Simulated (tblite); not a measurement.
C8H20O4Ti (singlet state).
Numbering: `[CH3:1][CH2:2][O:3][Ti:4]([O:5][CH2:6][CH3:7])([O:8][CH2:9][CH3:10])[O:11][CH2:12][CH3:13]` (hydrogens: H14, H15, H16 on C1; H17, H18 on C2; H19, H20 on C6; H21, H22, H23 on C7; H24, H25 on C9; H26, H27, H28 on C10; H29, H30 on C12; H31, H32, H33 on C13)

Geometry (GFN2-xTB, Å), atoms numbered from 1 in this order:
```xyz
33
C8H20O4Ti angstrom
C      0.814   -1.225   -2.688
C      0.958   -2.182   -1.499
O      0.461   -1.626   -0.332
Ti    -0.025    0.025   -0.057
O     -1.439    0.349   -1.034
C     -2.276    1.445   -0.912
C     -1.628    2.578   -0.107
O      1.204    1.190   -0.483
C      2.380    1.442    0.203
C      2.860    0.219    0.995
O     -0.332    0.160    1.658
C     -0.950   -0.839    2.395
C     -2.156   -1.429    1.653
H      1.357   -0.299   -2.471
H     -0.244   -0.988   -2.826
H      1.209   -1.678   -3.597
H      0.413   -3.121   -1.712
H      2.027   -2.440   -1.360
H     -3.220    1.136   -0.419
H     -2.533    1.815   -1.923
H     -1.386    2.214    0.897
H     -2.299    3.433   -0.036
H     -0.704    2.881   -0.606
H      2.227    2.289    0.899
H      3.162    1.736   -0.524
H      3.007   -0.620    0.312
H      3.798    0.438    1.504
H      2.096   -0.048    1.732
H     -1.284   -0.413    3.360
H     -0.225   -1.649    2.608
H     -1.815   -1.829    0.691
H     -2.893   -0.645    1.472
H     -2.615   -2.222    2.241
```

Method: GFN2-xTB as coded in tblite; computed harmonic values from a numerical Hessian at the method's own geometry, unscaled. This tight-binding method is rough: wavenumbers can miss measured ones by several per cent, in bad cases by 10 to 20. One conformer, not necessarily the lowest. The optimisation stopped once no atom felt more than 0.01 eV/Å.

Lowest wavenumbers of the output (negative numbers stand for imaginary wavenumbers):
```
mode    cm-1
  1     -43.1
  2      35.2
  3      43.6
  4      50.0
  5      65.8
  6      67.6
  7      72.7
  8      75.5
```

Task: Is this structure a minimum?

Result: Not by this Hessian. 1 mode is imaginary beyond 20i (43i cm⁻¹), so at this level the point lies at or near a first-order saddle. The curvature is small, so loose convergence or finite differences may be the whole cause.

Task: Which atoms move in the imaginary mode?

Result: 43i: C9 (sp3 carbon bound to oxygen) 24 %, H24 (methylene hydrogen) 15 %, C10 (methyl carbon) 14 %, H25 (methylene hydrogen) 13 %. These are shares of the mass-weighted motion.

Task: What is the remedy?

Result: Step along that mode in both directions, optimise again with tighter thresholds and repeat the frequencies. The zero-point energy of this point (169.1 kcal/mol) counts the 92 real modes alone, and thermal corrections from it aren't those of a minimum.

On Intel Xeon Platinum 8488C, 2 threads, shared host with 192 logical CPUs at a one-minute load of 181, this took 4.3 s wall, 8.6 s CPU. The figure is for the frequency step alone.
